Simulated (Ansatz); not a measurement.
Start from `B[SiH2]C(F)Cl` and change one atom or group to get `F[SiH2]C(F)Cl`.

Ansatz, PBE0-D4/def2-TZVP geometries, multiplicity 1. Each molecule was computed in one conformer, which needn't be the lowest.

```
                                          property  `B[SiH2]C(F)Cl`
              HOMO–LUMO gap (PBE0/def2-TZVPP) / eV             5.32
                 LUMO energy (PBE/def2-TZVPP) / eV            -3.77
size of the dipole moment (ωB97M-V/def2-TZVPP) / D             2.10
           HOMO–LUMO gap (ωB97M-V/def2-TZVPP) / eV             9.50
             LUMO energy (ωB97M-V/def2-TZVPP) / eV            -0.79
             HOMO energy (ωB97M-V/def2-TZVPP) / eV           -10.29
```

Q: What does the change do to each property? (An estimate is asked.)

A: Computed: 
```csv
property,`F[SiH2]C(F)Cl`,shift
HOMO–LUMO gap (PBE0/def2-TZVPP) / eV,8.07,2.75
LUMO energy (PBE/def2-TZVPP) / eV,-1.35,2.42
size of the dipole moment (ωB97M-V/def2-TZVPP) / D,1.26,-0.84
HOMO–LUMO gap (ωB97M-V/def2-TZVPP) / eV,12.13,2.63
LUMO energy (ωB97M-V/def2-TZVPP) / eV,1.38,2.17
HOMO energy (ωB97M-V/def2-TZVPP) / eV,-10.75,-0.46
```

With PBE0 the HOMO falls by 0.41 eV and the LUMO rises by 2.34 eV, so the gap widens by about 2.75 eV. PBE moves the HOMO by -0.33 eV and ωB97M-V by -0.46 eV. Dipoles are sizes alone; their direction can turn.
